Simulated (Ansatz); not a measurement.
`C[CH](C)[Mg][F]` + `O[SiH3]` → `[F][Mg][O][SiH3]` + `CCC`  (ligand exchange at a Mg–C bond)

Isolated molecules relaxed with PBE0-D4/def2-TZVP in Ansatz; ΔE leaves out vibrations. CCSD(T)/CBS is the MP2 limit (def2-TZVPP, def2-QZVPP) plus CCSD(T) − MP2 in def2-TZVPP, frozen cores. DFT in def2-TZVPP. B3LYP here is the variant with VWN-RPA as its local correlation; programs differ in this. HSE06 is defined as in plane-wave codes. For Mg outer-core shells are correlated without core-valence functions, which leaves a few kJ/mol of doubt a bond. Each species was taken in one conformer, which may not be the lowest.

(1) Is it downhill or uphill in electronic energy at CCSD(T)/CBS, and by how much? (An estimate is asked.)

(2) What do these levels give: LDA (SPW92), B97M-V, B3LYP-D4, r2SCANh-D4, r2SCAN0-D4, HSE06-D4, ωB97X-V, PBE-QIDH, revPBE, LC-ωPBE, MP2/def2-QZVPP, CCSD/CBS(def2)? (Best estimate.)

(3) What do rigid-rotor, harmonic-oscillator terms from PBE0-D4/def2-TZVP frequencies (298.15 K, 1 bar) make of the CCSD(T)/CBS value? (Estimate.)

Largest T1 diagnostic among the species: 0.012.

Answers

(1) The calculation gave: Downhill: ΔE = -2.03 eV.

(2) Ansatz gave: LDA (SPW92) -1.78, B97M-V -2.04, B3LYP-D4 -1.99, r2SCANh-D4 -2.06, r2SCAN0-D4 -2.07, HSE06-D4 -1.91, ωB97X-V -2.02, PBE-QIDH -2.02, revPBE -1.85, LC-ωPBE -2.05, MP2/def2-QZVPP -2.06, CCSD/CBS(def2) -2.08 eV.

(3) Ansatz gave: ΔZPE = +0.06 eV, ΔH = -1.98 eV, ΔS = -15 J/(mol·K), ΔG = -1.94 eV.

Leaving LDA and LC-ωPBE aside and taking each functional with its dispersion term where it has one, the values, not all of them listed here, spread over 0.29 eV, from BHLYP-D4 to PBE-D4. LDA lies +0.05 eV from PBE without D4. From PBE to PBE0 (25 % exact exchange), in def2-TZVPP and without D4, ΔE moves by −0.10 eV. At CCSD(T), def2-SVP lies −0.17 eV from the extrapolated value and def2-TZVPP +0.04 eV.
